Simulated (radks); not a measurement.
Results of a calculation; reference values are marked as such.
Task: W III, 72 electrons, occupied as [Kr] 4d10 4f14 5s2 5p4 5d4 6d2 (not the ground configuration). Code: a radial shooting solver on a logarithmic mesh with Libxc functionals. Model: scalar-relativistic Kohn-Sham, PBE, spin-polarised, spherical densities, finite nucleus; open shells are filled with parallel spins first (spin-orbit coupling, left out, can overturn this in heavy ions); Fermi nuclear charge, rms radius 5.3658 fm. Some entries of the table are withheld. Estimate them.

| orbital | occ. | eigenvalue (Ry) | r(max) (bohr) | <r^2> (bohr^2) |
|---|---|---|---|---|
| 1s up | 1 | -5108.664 | 0.01146 | 0.0004631 |
| 1s down | 1 | -5108.649 | 0.01146 | 0.0004631 |
| 2s up | 1 | -883.9587 | 0.06568 | 0.007121 |
| 2s down | 1 | -883.9306 | 0.06568 | 0.007121 |
| 2p up | 3 | -773.5840 | 0.05388 | 0.005891 |
| 2p down | 3 | -773.5550 | 0.05388 | 0.005891 |
| 3s up | 1 | -205.5605 | 0.1853 | 0.04622 |
| 3s down | 1 | -205.5465 | 0.1853 | 0.04622 |
| 3p up | 3 | -172.8583 | 0.1834 | 0.04698 |
| 3p down | 3 | -172.8417 | 0.1834 | 0.04698 |
| 3d up | 5 | -135.1942 | 0.1494 | 0.03897 |
| 3d down | 5 | -135.1706 | 0.1494 | 0.03897 |
| 4s up | 1 | -44.47020 | 0.4206 | 0.2282 |
| 4s down | 1 | -44.43469 | 0.4207 | 0.2282 |
| 4p up | 3 | -33.74122 | 0.4412 | 0.2600 |
| 4p down | 3 | -33.70572 | 0.4413 | 0.2597 |
| 4d up | 5 | -20.12784 | 0.4522 | 0.3033 |
| 4d down | 5 | -20.08342 | 0.4523 | 0.3020 |
| 5s up | 1 | -8.40357 | 0.9607 | 1.248 |
| 5s down | 1 | -8.06899 | 0.9522 | 1.228 |
| 5p up | 3 | -5.70262 | 1.082 | 1.652 |
| 5p down | 1 | -5.31716 | 1.071 | 1.641 |
| 4f up | 7 | -5.04160 | 0.4289 | 0.4571 |
| 4f down | 7 | -4.95330 | 0.4283 | 0.4399 |
| 5d up | 4 | -2.53334 | 1.372 | 3.003 |
| 5d down | 0 | -2.14765 | 1.375 | 3.157 |
| 6s up | 0 | -2.04128 | 2.250 | 6.905 |
| 6s down | 0 | -1.78900 | 2.281 | 6.804 |
| 6p up | 0 | -1.43078 | 2.733 | 10.43 |
| 6d up | 2 | -0.79375 | 4.043 | (1) |
| 5f up | 0 | -0.60329 | 3.703 | 19.47 |

Result: 
(1) 6d up <r^2> (bohr^2): 21.04
